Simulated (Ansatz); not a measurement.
Ansatz results at the PBE0-D4/def2-TZVP geometry: LUMO energy (B3LYP/def2-TZVPP) -0.32 eV; HOMO–LUMO gap (ωB97M-V/def2-TZVPP) 11.34 eV; size of the dipole moment (ωB97M-V/def2-TZVPP) 1.63 D.

Question: Which molecule gave them?
A. `FC(S)=[Se]`
B. `B1C=N1`
C. `C1[SiH2][AlH][SiH2][SiH2]1`
D. `F[SiH]1CS1`

Answer: D. The others give `B1C=N1`: -1.34, 11.14, 1.72; `FC(S)=[Se]`: -2.54, 8.74, 2.47; `C1[SiH2][AlH][SiH2][SiH2]1`: -2.56, 7.84, 0.67.

B3LYP here is the variant with VWN-RPA as its local correlation; programs differ in this.
